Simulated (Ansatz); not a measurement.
Calculated with Ansatz (gas phase, PBE0-D4/def2-TZVP geometries, no zero-point term in ΔE). CCSD(T)/CBS is the MP2 limit (def2-TZVPP, def2-QZVPP) plus CCSD(T) − MP2 in def2-TZVPP, frozen cores. This one scheme is used for every species. Functionals use def2-TZVPP. For Br outer-core shells are correlated without core-valence functions, which leaves a few kJ/mol of doubt a bond. Scalar relativity is left out up to krypton. One conformer a species, not always the lowest.

`[CH3][Al]([SH])[Br]` + propane → `C[CH](C)[Al]([CH3])[Br]` + H₂S  (formal exchange of groups at the Al–S bond)

`[CH3][Al]([SH])[Br]`:

Z-matrix (Å, degrees):
```
C
Al 1 1.936
H 1 1.094 2 110.2
H 1 1.094 2 110.2 3 117.9
H 1 1.092 2 112.5 3 -121.0
S 2 2.176 1 124.9 3 121.2
Br 2 2.257 1 120.7 3 -58.8
H 6 1.345 2 92.8 1 -0.0
```

`CCC`:

Z-matrix (Å, degrees):
```
C
C 1 1.519
H 1 1.094 2 111.1
H 1 1.094 2 111.1 3 119.5
H 1 1.093 2 111.7 3 -120.3
C 2 1.519 1 112.7 3 -59.7
H 2 1.095 1 109.5 3 178.2
H 2 1.095 1 109.5 3 62.4
H 6 1.094 2 111.0 1 59.7
H 6 1.093 2 111.7 1 -180.0
H 6 1.094 2 111.1 1 -59.7
```

`C[CH](C)[Al]([CH3])[Br]`:

```xyz
16

C     1.118    0.135   -1.822
C     0.025   -0.201   -0.813
C     0.155   -1.640   -0.305
Al   -0.118    1.035    0.706
C    -1.407    0.875    2.153
Br    1.343    2.778    0.825
H     1.111   -0.572   -2.660
H     1.007    1.140   -2.234
H     2.111    0.087   -1.365
H    -0.949   -0.123   -1.322
H     0.120   -2.356   -1.135
H     1.110   -1.801    0.207
H    -0.641   -1.914    0.393
H    -1.955    1.812    2.290
H    -2.132    0.075    1.981
H    -0.898    0.670    3.100
```

H₂S:

```xyz
3

S    -0.604   -0.116   -0.075
H     0.213   -0.091    0.989
H     0.391    0.208   -0.914
```

```json
{"level": "r2SCAN-D4", "ΔE (eV)": "1.46"}
{"level": "B2PLYP", "ΔE (eV)": "1.47"}
{"level": "PBE", "ΔE (eV)": "1.44"}
{"level": "HF/def2-SVP", "ΔE (eV)": "1.57"}
{"level": "MP2/def2-SVP", "ΔE (eV)": "1.43"}
{"level": "CCSD/def2-SVP", "ΔE (eV)": "1.43"}
{"level": "HF/def2-TZVPP", "ΔE (eV)": "1.59"}
{"level": "CCSD/CBS(def2)", "ΔE (eV)": "1.44"}
```

**Question.** What does CCSD(T)/CBS give? (An estimate is asked.)

**Answer.** Computed: +1.42 eV. The listed levels differ from it by 0.04, 0.05, 0.02, 0.15, 0.01, 0.01, 0.17, 0.02 eV.

Largest T1 diagnostic among the species: 0.009.

In def2-TZVPP, CCSD(T) changes the Hartree–Fock value by −0.19 eV (the triples alone add −0.02 eV) and MP2 by −0.17 eV. From PBE to PBE0 (25 % exact exchange), in def2-TZVPP and without D4, ΔE moves by +0.04 eV.
